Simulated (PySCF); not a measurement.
Si(F)(H)2(NHMe) (CH6FNSi), SMILES F[SiH2]NC.

Coordinates come from a PBE0-D3(BJ)/def2-SVP optimisation. The values are those of a single conformer.

The numbers are results of PBE0-D3(BJ)/def2-SVP run with PySCF, not measurements.

Frequencies are harmonic and unscaled.

Computed vibrational spectrum:
| mode | ν (cm⁻¹) | IR (km/mol) | Raman (Å⁴/amu) | depolarisation | moving atoms (share of kinetic energy) |
|---|---|---|---|---|---|
| 1 | 102 | 2.1 | 0.3 | 0.71 | F 30 %, H 24 %, C 23 %, N 16 % |
| 2 | 144 | 2.0 | 0.1 | 0.50 | H 93 % |
| 3 | 252 | 2.0 | 0.7 | 0.47 | H 40 %, N 23 %, C 21 %, F 9 % |
| 4 | 322 | 12.9 | 1.9 | 0.75 | N 32 %, F 24 %, Si 24 %, H 18 % |
| 5 | 465 | 107.2 | 3.0 | 0.74 | H 83 %, N 15 % |
| 6 | 654 | 64.2 | 5.7 | 0.52 | H 60 %, Si 26 %, C 9 % |
| 7 | 777 | 49.8 | 8.9 | 0.27 | H 37 %, N 26 %, Si 19 %, F 12 % |
| 8 | 818 | 3.2 | 11.8 | 0.65 | H 83 % |
| 9 | 873 | 34.8 | 6.3 | 0.74 | F 39 %, H 33 %, Si 21 % |
| 10 | 925 | 143.9 | 12.2 | 0.59 | H 89 %, Si 10 % |
| 11 | 970 | 284.9 | 5.6 | 0.74 | H 67 %, Si 26 % |
| 12 | 1102 | 11.6 | 3.5 | 0.74 | H 81 %, C 11 % |
| 13 | 1143 | 0.2 | 1.8 | 0.62 | H 76 %, C 19 % |
| 14 | 1186 | 98.5 | 3.0 | 0.72 | N 41 %, C 33 %, H 24 % |
| 15 | 1412 | 66.4 | 1.0 | 0.17 | H 64 %, N 26 %, C 10 % |
| 16 | 1451 | 14.5 | 8.3 | 0.66 | H 85 %, C 15 % |
| 17 | 1464 | 5.6 | 18.1 | 0.73 | H 96 % |
| 18 | 1501 | 9.8 | 22.4 | 0.70 | H 95 % |
| 19 | 2270 | 78.2 | 143.8 | 0.09 | H 98 % |
| 20 | 2278 | 159.4 | 70.5 | 0.55 | H 96 % |
| 21 | 3022 | 69.5 | 172.4 | 0.04 | H 97 % |
| 22 | 3097 | 31.8 | 111.6 | 0.69 | H 91 %, C 9 % |
| 23 | 3138 | 16.1 | 57.4 | 0.75 | H 91 %, C 9 % |
| 24 | 3639 | 30.8 | 85.1 | 0.24 | H 93 % |
